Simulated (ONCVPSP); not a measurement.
## Varying the ONCV potential for Os

Base potential:

* Element: osmium
* Generator: ONCVPSP 4.0.1
* Type: optimised norm-conserving Vanderbilt (ONCV)
* Functional: PBEsol
* Relativity: scalar-relativistic
* Frozen core: [Kr] 4d10 4f14
* Valence charge: 16
* Reference configuration: 5s2 5p6 5d6 6s1 (charge +1)
* Partial waves: 5s+6s: rc 1.45 bohr, ncon 3, nbas 6, qcut 6.8 1/bohr, 2 projectors; 5p: rc 1.65 bohr, ncon 4, nbas 7, qcut 9.8 1/bohr, 3 projectors, debl 0.5 Ha; 5d: rc 2.05 bohr, ncon 3, nbas 7, qcut 9 1/bohr, 2 projectors, debl 3.5 Ha
* Local potential: polynomial inside 1.25 bohr (lpopt 5, dvloc0 -1 Ha)
* Core correction: polynomial model core, fcfact 0.45

In the p channel the program set the typed energies aside and used -2.166, 0.250, 0.750 Ha.

All-electron outer shells of the reference configuration (PBEsol, scalar-relativistic, ld1.x):

```csv
shell,level (eV),outermost node (bohr),outermost maximum (bohr)
5s,-99.66,0.51,0.91
4f,-60.07,–,0.40
5p,-58.95,0.55,1.03
5d,-14.18,0.60,1.36
6s,-13.19,1.20,2.39
```

Cutoffs, loose and tight: the cutoffs (Ha) at which the residual kinetic energy of the hardest occupied pseudo-wave falls to 1 and 0.1 mHa per electron. They do not see the model core or the augmentation charge, which bear on the density cutoff. Test errors are all-electron minus pseudo excitation energies from the reference, over the configurations 5s2 5p6 5d6 6s2; 5s2 5p6 5d6 6s0; 5s2 5p6 5d5 6s0; 5s2 5p6 5d5 6s2 6p1. A dash means not determined; rows that change the core or the reference have their own tests.

A true bound ghost makes a file unfit for plane-wave use even where its test errors are small: the radial tests pick states by their node count and pass the ghost by.

| change | outcome | cutoff, loose | cutoff, tight | bound ghosts | GHOST(+) flags above zero | largest test error (meV) |
| --- | --- | --- | --- | --- | --- | --- |
| base | generated, projector energies reset by the program | 28 Ha | 36 Ha | none | none | -17 |
| local potential polynomial inside 0.95 bohr (lpopt 5, dvloc0 4 Ha) | generated, projector energies reset by the program | 28 Ha | 36 Ha | none | s, p | -17 |
| reference 5s2 5p6 5d6 6s1.5 6p0.5; wave 5p: rc 1.65 bohr, ncon 4, nbas 7, qcut 9.8 1/bohr, 3 projectors, debl 0.5 Ha becomes 5p+6p: rc 1.65 bohr, ncon 4, nbas 7, qcut 9.8 1/bohr, 3 projectors, debl 0.5 Ha | generated | 28 Ha | 36 Ha | none | s | -14 |
| functional BLYP | generated, projector energies reset by the program | 28 Ha | 36 Ha | none | none | -17 |
| s: rc 1; local potential polynomial inside 1.00 bohr (lpopt 5, dvloc0 -1 Ha) | generated, projector energies reset by the program | – | – | none | s | -15 |
| core [Xe], valence charge 22; reference 4f14 5d6 6s2; waves now 6s: rc 2.70 bohr, ncon 4, nbas 7, qcut 2 1/bohr, 2 projectors, debl 1.6 Ha; p scattering state at 0.26 Ha: rc 2.10 bohr, ncon 3, nbas 7, qcut 4.2 1/bohr, 3 projectors, debl 1.9 Ha; 5d: rc 2.20 bohr, ncon 3, nbas 8, qcut 5.9 1/bohr, 2 projectors, debl 3.5 Ha; 4f: rc 0.70 bohr, ncon 3, nbas 7, qcut 23.1 1/bohr, 2 projectors, debl 0.6 Ha; local potential polynomial inside 0.60 bohr (lpopt 2, dvloc0 0 Ha) | generated, projector energies reset by the program | 237 Ha | 257 Ha | s, p | p, d | -140 |
| d: debl 5.1 | generated, projector energies reset by the program | 28 Ha | 36 Ha | none | none | -17 |
| core correction polynomial model core, fcfact 0.42 | generated, projector energies reset by the program | 28 Ha | 36 Ha | none | none | -17 |
